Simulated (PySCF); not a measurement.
B(H)3 cation (BH3), SMILES B (connectivity only; charge and spin as stated), charge +1, multiplicity 2.

The structure is a stationary point at r2SCAN-D4/def2-TZVPD. The spin state was assumed, not searched. The isomer is the one that the SMILES or the coordinates give; other isomers of the formula were not compared.

Two levels are set side by side: PBE/def2-TZVPD (PySCF) and CAM-B3LYP/def2-TZVPD (PySCF). Same geometry, gas phase. Differences are taken from unrounded values.

```csv
quantity,PBE
α-spin orbital gap (eV),4.67
β-spin orbital gap (eV),4.03
mean polarisability (bohr³),13.3
```

These are the PBE values. What does CAM-B3LYP give? (An estimate is asked for; the answer gives what the named calculation found.)


```json
[
 {"quantity": "α-spin orbital gap (eV)", "CAM-B3LYP": "10.04", "PBE minus CAM-B3LYP": "-5.37"},
 {"quantity": "β-spin orbital gap (eV)", "CAM-B3LYP": "9.50", "PBE minus CAM-B3LYP": "-5.47"},
 {"quantity": "mean polarisability (bohr³)", "CAM-B3LYP": "13.1", "PBE minus CAM-B3LYP": "0.1"}
]
```

Rough cost on one machine, each run with all the roots and properties that it gave: CAM-B3LYP against PBE within a factor of 2.
